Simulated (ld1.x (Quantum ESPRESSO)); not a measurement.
**S: variants of one PAW potential**

Base potential:

```
Element                 : S
Generator               : ld1.x (Quantum ESPRESSO) 7.5
Type                    : PAW
Functional              : PBEsol
Relativity              : scalar-relativistic
Frozen core             : [Ne]
Valence charge          : 6
Reference configuration : 3s2 3p3 (charge +1)
Partial waves           : 3s (bound): rcut 1.20, rcutus 1.40 bohr; 3s channel at -1.5 Ry: rcut 1.20, rcutus 1.40 bohr; 3p (bound): rcut 1.05, rcutus 1.35 bohr; 3p channel at 3.15 Ry: rcut 1.05, rcutus 1.35 bohr; 3d channel at 0.45 Ry: rc 1.05 bohr
Local potential         : the d channel
Core correction         : Bessel-smoothed model core inside 0.95 bohr
Augmentation charge     : PSQ, radius 1.05 bohr
```

Cutoffs, loose and tight: the cutoffs (Ry, on a coarse ladder) from which the occupation-weighted sum of valence levels, in a spherical-Bessel basis at the reference potential, stays within 10 and 1 mRy of its value at 400 Ry. They do not see the model core or the augmentation charge, which bear on the density cutoff. Test errors are all-electron minus pseudo excitation energies from the reference, over the configurations 3s2 3p4; 3s2 3p2; 3s2 3p1; 3s0 3p6; 3s1 3p5; 3s2 3p0; 3s2 3p3.5. A dash means not determined; rows that change the core or the reference have their own tests. The largest error is taken over the tests solved by every variant that gives reliable tests at all: 3s0 3p6; 3s1 3p5; 3s2 3p1; 3s2 3p2; 3s2 3p4.

A true bound ghost makes a file unfit for plane-wave use even where its test errors are small: the radial tests pick states by their node count and pass the ghost by.

```csv
change,outcome,"cutoff, loose","cutoff, tight",bound ghosts,largest test error (meV)
base,generated,18 Ry,40 Ry,none,-22
wave 3d channel at 0.45 Ry: rc 1.05 bohr becomes 3d channel at -0.17 Ry: rc 1.05 bohr,generated,18 Ry,40 Ry,none,-22
wave 3d channel at 0.45 Ry: rc 1.05 bohr becomes 3d channel at -0.1 Ry: rc 1.05 bohr,generated,18 Ry,40 Ry,none,-22
wave 3d channel at 0.45 Ry: rc 1.05 bohr becomes 3d channel at -0.02 Ry: rc 1.05 bohr,generated,18 Ry,40 Ry,none,-22
wave 3d channel at 0.45 Ry: rc 1.05 bohr becomes 3d channel at 0.16 Ry: rc 1.05 bohr,generated,18 Ry,40 Ry,none,-22
wave 3d channel at 0.45 Ry: rc 1.05 bohr becomes 3d channel at 0.48 Ry: rc 1.05 bohr,generated,18 Ry,40 Ry,none,-22
wave 3d channel at 0.45 Ry: rc 1.05 bohr becomes 3d channel at 0.78 Ry: rc 1.05 bohr,generated,18 Ry,40 Ry,none,-22
wave 3d channel at 0.45 Ry: rc 1.05 bohr becomes 3d channel at 1.42 Ry: rc 1.05 bohr,generated,18 Ry,40 Ry,none,-21
wave 3d channel at 0.45 Ry: rc 1.05 bohr becomes 3d channel at 2.74 Ry: rc 1.05 bohr,generated,18 Ry,40 Ry,none,-20
wave 3d channel at 0.45 Ry: rc 1.05 bohr becomes 3d channel at 3.45 Ry: rc 1.05 bohr,generated,18 Ry,40 Ry,none,-19
```

Task: What comes out with this change to the base: wave 3d channel at 0.45 Ry: rc 1.05 bohr becomes 3d channel at 6.41 Ry: rc 1.05 bohr?

Result: outcome: generated; cutoff, loose: 18 Ry; cutoff, tight: 40 Ry; bound ghosts: s; largest test error (meV): test run stopped at test 1 of 7 (negative rho).
